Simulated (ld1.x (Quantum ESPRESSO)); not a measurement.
# Configuration tests for Sc (Z = 21) (TM)

* Element: scandium (Sc)
* Generator: ld1.x (Quantum ESPRESSO) 7.5
* Type: norm-conserving Troullier–Martins (Kleinman–Bylander form)
* Functional: PBE
* Relativity: fully relativistic
* Frozen core: [Ne] 3s2
* Valence charge: 9
* Reference configuration: 3p6 3d1 4s0 4p0 (charge +2)
* Partial waves: 4s (bound, empty): rc 2.65 bohr; 3p (bound): rc 1.40 bohr; 3d (bound): rc 1.65 bohr; 4f channel at -0.1 Ry: rc 2.10 bohr
* Local potential: the f channel
* Core correction: none

Open shells are filled in proportion to 2j + 1 (rel_dist='average').

Energies are relative to the spin-unpolarised reference configuration 3p6 3d1 4s0 4p0; without spin polarisation the order of configurations can differ from experiment. The f channel is local and has no spin–orbit splitting in the pseudo-atom.

| valence configuration | charge | ΔE all-electron (eV) | error AE − PS (meV) |
| --- | --- | --- | --- |
| 3p6 3d1 4s2 4p0 | 0 | -19.665 | +51 |
| 3p6 3d1 4s1 4p0 | +1 | -12.768 | +21 |
| 3p6 3d0 4s0 4p0 | +3 | 24.870 | +20 |
| 3p6 3d1 4s0 4p1 | +1 | -9.338 | +56 |
| 3p6 3d2 4s1 4p0 | 0 | -17.997 | +65 |
| 3p5 3d1 4s2 4p0 | +1 | 20.515 | -317 |

(1) What are ΔE and the potential's error for 3p6 3d0 4s2 4p1?

Levels in the configuration 3p6 3d1 4s1 4p0:

```
   level  all-electron (eV)  pseudo (eV)
3p j=1/2            -40.955      -41.082
3p j=3/2            -40.445      -40.571
3d j=3/2             -9.988      -10.076
3d j=5/2             -9.955      -10.043
4s j=1/2             -9.727       -9.762
```

Note: ghost state, extra bound levels that the all-electron valence spectrum of the same l lacks: s at -50.9 eV. A true bound ghost makes a file unfit for plane-wave use.

Results:

(1) ΔE = -16.201 eV all-electron; the error (AE − PS) is -35 meV.

ld1.x printed “convergence not achieved” for 5 of the counted tests; their residual had stalled under 1e-8, short of the target of 1e-14.
